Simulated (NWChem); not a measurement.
Species: GeSiH5F; SMILES F[SiH2][GeH3]

All runs: NWChem. All runs use the structure optimised with PBE0/def2-SVP. B3LYP is NWChem's, with the RPA form of VWN correlation. Vertical excitations in the gas phase; the lowest state need not have the same character in each row.

```tsv
level	lowest excitation, singlet (eV)	oscillator strength of that lowest state	lowest state with f > 0.02, singlet (eV)	orbital gap (eV)
PBE/def2-SVPD, TDA	6.08	0.015	6.86	5.79
B3LYP/def2-SVPD, TDA	?	0.019	?	?
PBE0/def2-SVPD, TDA	6.49	0.020	7.47	7.80
```

Task: Complete the blanks.

Result: 
- B3LYP/def2-SVPD, TDA, lowest excitation, singlet (eV): 6.41
- B3LYP/def2-SVPD, TDA, lowest state with f > 0.02, singlet (eV): 7.26
- B3LYP/def2-SVPD, TDA, orbital gap (eV): 7.41
